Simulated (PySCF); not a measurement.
AsH3, SMILES [AsH3].

Coordinates come from a PBE-D3(BJ)/def2-TZVPD optimisation.

The numbers are results of CAM-B3LYP/def2-TZVPD (PySCF), not measurements.

Symmetry labels are those of the subgroup Cs that the program uses (full group C3v).

Computed valence orbital energies around the gap with their symmetry:
| orbital | symmetry | energy (eV) |
|---|---|---|
| HOMO−7 | A' | -46.64 |
| HOMO−6 | A' | -46.53 |
| HOMO−5 | A" | -46.53 |
| HOMO−4 | A' | -46.47 |
| HOMO−3 | A' | -19.47 |
| HOMO−2 | A" | -11.58 |
| HOMO−1 | A' | -11.58 |
| HOMO | A' | -9.22 |
| LUMO | A' | 0.77 |
| LUMO+1 | A" | 1.33 |
| LUMO+2 | A' | 1.33 |
| LUMO+3 | A' | 3.43 |
